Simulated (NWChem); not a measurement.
# MoH6O; SMILES [OH][MoH5]

def2 effective core potentials on Mo; no spin-orbit coupling.

Q: Give the equilibrium geometry at PBE0/def2-SVP with def2 effective core potentials on Mo (NWChem) as a list of bonds and angles, with the point group.

A: point group Cs; any orientation.
Bond lengths (Å): Mo1–O2 1.849, Mo1–H4 1.684, Mo1–H5 1.652, Mo1–H6 1.624, Mo1–H7 1.684, Mo1–H8 1.652, O2–H3 0.964. Bond angles (°): O2–Mo1–H4 112.4, O2–Mo1–H5 126.0, O2–Mo1–H6 83.6, O2–Mo1–H7 112.4, O2–Mo1–H8 126.0, H4–Mo1–H5 61.2, H4–Mo1–H6 113.9, H4–Mo1–H7 116.3, H4–Mo1–H8 117.5, H5–Mo1–H6 58.7, H5–Mo1–H7 117.5, H5–Mo1–H8 67.4, H6–Mo1–H7 113.9, H6–Mo1–H8 58.7, H7–Mo1–H8 61.2, Mo1–O2–H3 129.7.
